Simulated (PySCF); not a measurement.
Al(Me)2(PH2) (C2H8AlP), SMILES [CH3][Al]([PH2])[CH3]. Geometry: PBE-D3(BJ)/def2-SVP. The structure was generated by enumeration; whether it is a known compound was not checked. Other conformers were not sampled.

Computed equilibrium geometry at PBE-D3(BJ)/def2-SVP (PySCF confirms it by a frequency run) as a Z-matrix (one conformer of several):
```
Al
C 1 1.9694
H 2 1.1086 1 113.87
H 2 1.1113 3 108.05 1 124.16
H 2 1.1128 3 107.38 4 114.10
C 1 1.9699 2 121.26 3 170.38
H 6 1.1093 1 113.01 2 154.34
H 6 1.1104 7 108.30 1 124.85
H 6 1.1129 7 106.72 8 114.35
P 1 2.3543 2 119.44 3 -14.94
H 10 1.4411 1 93.85 2 142.49
H 10 1.4411 11 94.33 1 94.09
```
Charge 0, spin multiplicity 1.
